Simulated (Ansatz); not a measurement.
Basis-set extrapolation for `[F+]1[AlH2-][F+][AlH2-]1` (PBE0-D4/def2-TZVP geometry, frozen core, Ansatz 0.2.0). Multiplicity 1, RHF reference.

```csv
,def2-TZVPP,def2-QZVPP
HF,-685.340059,-685.366512
MP2 correlation,-0.680178,-0.742789
CCSD(T) correlation,-0.727734,not run
```

Energies in hartree. Use E(X) = E(∞) + A·exp(−7.88·√X) for Hartree–Fock and E(X) = E(∞) + B·X^(−2.97) for correlation, with X = 3 and 4, and add CCSD(T) minus MP2 of the smaller set to the MP2 limit.

Task: What is the CCSD(T) energy at the basis-set limit?

Result: HF limit: -685.366512 + (-0.026453) × 0.13774 = -685.37016. MP2 limit: -0.742789 + (-0.062611) × 0.74074 = -0.78917. Higher-order term: -0.727734 − (-0.680178) = -0.04756. Total: -686.20689 hartree, 3.79 eV below CCSD(T)/def2-TZVPP.
